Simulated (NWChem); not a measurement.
**Ionisation of trisilane (H8Si3)**

```xyz
11

Si    -1.9513    -0.0884     0.4230
Si     0.0000     0.0000    -0.8995
Si     1.9513     0.0884     0.4230
H     -3.1721    -0.1371    -0.4352
H     -1.9266    -1.3039     1.2899
H     -2.0302     1.1179     1.2996
H     -0.0545     1.2078    -1.7801
H      0.0545    -1.2078    -1.7801
H      2.0302    -1.1179     1.2996
H      1.9266     1.3039     1.2899
H      3.1721     0.1371    -0.4352
```
Charge 0, spin multiplicity 1.

The numbers come from NWChem runs, not from measurements. All single points use one geometry, from B3LYP/def2-SVP, a minimum by its harmonic frequencies.

Basis set: def2-TZVP. −ε marks an orbital energy of the parent.

B3LYP has NWChem's definition, with VWN1-RPA local correlation.

Problem. Order these methods by the first vertical ionisation energy they give, lowest first: −ε(HOMO) of B3LYP, −ε(HOMO) of CAM-B3LYP, −ε(HOMO) of PBE, G0W0@PBE0.

Solution. −ε(HOMO) of PBE (6.97 eV), −ε(HOMO) of B3LYP (7.82 eV), −ε(HOMO) of CAM-B3LYP (9.25 eV), G0W0@PBE0 (9.71 eV)
